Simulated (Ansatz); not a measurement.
Q: Name a neutral molecule of B, C, N, Si and H with HOMO energy (PBE/def2-TZVPP) between -6.95 and -6.65 eV and HOMO–LUMO gap (PBE/def2-TZVPP) between 5.95 and 6.25 eV (Ansatz, PBE0-D4/def2-TZVP geometry).

A: `CBN[SiH2]C` (-6.79 eV, 6.09 eV); `CCBN[SiH3]` (-6.92 eV, 6.19 eV). Other molecules can fit too; these were computed, each in one conformer that needn't be the lowest.
